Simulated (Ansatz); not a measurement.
`O[Si](F)(F)[SiH3]` + HCl → `O[Si](F)([SiH3])Cl` + H–F at 700 K and 1 bar (ligand exchange at the Si–F bond).

Gas-phase electronic energies from Ansatz, PBE0-D4/def2-TZVP geometries. CCSD(T)/CBS is the MP2 limit (def2-TZVPP, def2-QZVPP) plus CCSD(T) − MP2 in def2-TZVPP, frozen cores. This one scheme is used for every species. Each species was taken in one conformer, which may not be the lowest.

```json
{"species": "`O[Si](F)(F)[SiH3]`", "CCSD(T)/CBS energy (Eh)": "-855.51273", "H − E (kJ/mol)": "200.0", "S (J/(mol·K))": "480.8"}
{"species": "HCl", "CCSD(T)/CBS energy (Eh)": "-460.38127", "H − E (kJ/mol)": "38.4", "S (J/(mol·K))": "211.8"}
{"species": "`O[Si](F)([SiH3])Cl`", "CCSD(T)/CBS energy (Eh)": "-1215.48049", "H − E (kJ/mol)": "198.8", "S (J/(mol·K))": "494.1"}
{"species": "H–F", "CCSD(T)/CBS energy (Eh)": "-100.39570", "H − E (kJ/mol)": "45.2", "S (J/(mol·K))": "198.5"}
```

H − E and S are ideal-gas, rigid-rotor, harmonic terms from PBE0-D4/def2-TZVP, for one conformer and one mirror image of each species. 1 Eh = 2625.50 kJ/mol, R = 8.31446 J/(mol·K).

Problem. By hand: ΔE, ΔH, ΔS and ΔG.

Solution. ΔE = (-1215.48049) + (-100.39570) − (-855.51273) − (-460.38127) = 0.01781 Eh = 46.8 kJ/mol. Δ(H − E) = 198.8 + 45.2 − 200.0 − 38.4 = 5.6, so ΔH = 52.4 kJ/mol. ΔS = 494.1 + 198.5 − 480.8 − 211.8 = 0.0 J/(mol·K). ΔG = 52.4 − 700 × (0.0)/1000 = 52.4 kJ/mol.

Problem. By hand: the equilibrium constant, and the temperature at which ΔG would vanish if ΔH and ΔS stayed fixed.

Solution. log₁₀ K = −ΔG/(RT ln 10) = -3.9. With ΔH or ΔS at zero there is no such temperature.

The number of gas molecules stays the same, so ΔS is small and ΔH decides. A doubt of 5 kJ/mol in ΔE shifts log₁₀ K by 0.4 here. Other conformers and mirror images would add mixing entropy, several J/(mol·K) or more a flexible species. These are equilibria of isolated gas molecules and say nothing of rates. Largest T1 diagnostic: 0.013 (customary marks: 0.02 for closed shells, 0.045 for open ones).

ΔS is within the doubt of such terms, so its sign, and with it that verdict, could turn.
